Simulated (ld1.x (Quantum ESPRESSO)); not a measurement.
**Plane-wave convergence, ultrasoft potential for Pm (Z = 61)**

ld1.x (Quantum ESPRESSO) 7.5 input, shortened:

```
&input
   title='Pm', zed=61., rel=1, dft='PBE', iswitch=3,
   config='[Xe] 4f5 5d0 6s0 6p0'
 /
 &inputp
   pseudotype=3, tm=.true., lloc=-1, rcloc=4.05,
   nlcc=.true.,
   which_augfun='PSQ', rmatch_augfun_nc=.true.
 /
8
6S  1  0   0.00   0.00  3.40  4.05  0.0
6S  1  0   0.00   2.75  3.40  4.05  0.0
6P  2  1   0.00   0.00  3.40  4.05  0.0
6P  2  1   0.00   4.55  3.40  4.05  0.0
5D  3  2   0.00   0.00  2.95  4.10  0.0
5D  3  2   0.00   0.90  2.95  4.10  0.0
4F  4  3   5.00   0.00  1.65  1.80  0.0
4F  4  3   0.00  -0.75  1.65  1.80  0.0
 &test
   configts(1)='4f5 5d0 6s0 6p0'
 /
```

The pseudo-atom Hamiltonian at the reference potential is diagonalised in spherical Bessel functions j_l(qr) that vanish at 20 bohr, with q² up to the cutoff. All-electron valence levels (Ry): 6s -0.9988, 6p -0.7144, 5d -0.9999, 4f -1.1165.

Question: How do the lowest levels (Ry) of each channel move with the cutoff, and are there ghosts?

Answer:

```
cutoff (Ry)     s #1     s #2     p #1     p #2     d #1     d #2     f #1  Σ f·Δε (mRy)
          8  -0.9989  -0.4178  -0.7144  -0.3342  -0.9998  -0.3774  -0.3076        4044.6
         12  -0.9989  -0.4178  -0.7144  -0.3347  -0.9999  -0.3775  -0.3215        3975.0
         21  -0.9989  -0.4178  -0.7144  -0.3348  -0.9999  -0.3776  -0.7622        1771.5
         30  -0.9989  -0.4178  -0.7144  -0.3348  -0.9999  -0.3776  -1.0788         188.9
         40  -0.9989  -0.4178  -0.7144  -0.3348  -0.9999  -0.3776  -1.1147           9.1
         50  -0.9989  -0.4178  -0.7144  -0.3348  -0.9999  -0.3776  -1.1157           4.2
         70  -0.9989  -0.4178  -0.7144  -0.3348  -0.9999  -0.3776  -1.1164           0.5
         90  -0.9989  -0.4178  -0.7144  -0.3348  -0.9999  -0.3776  -1.1165           0.3
        400  -0.9989  -0.4178  -0.7144  -0.3348  -0.9999  -0.3776  -1.1165           0.0
```

Result: no extra level below or beside the all-electron valence levels (s, p, d, f tested); 10 mRy is reached at 40 Ry and 1 mRy at 70 Ry.

Test run stopped at test 1 of 7 (negative rho).
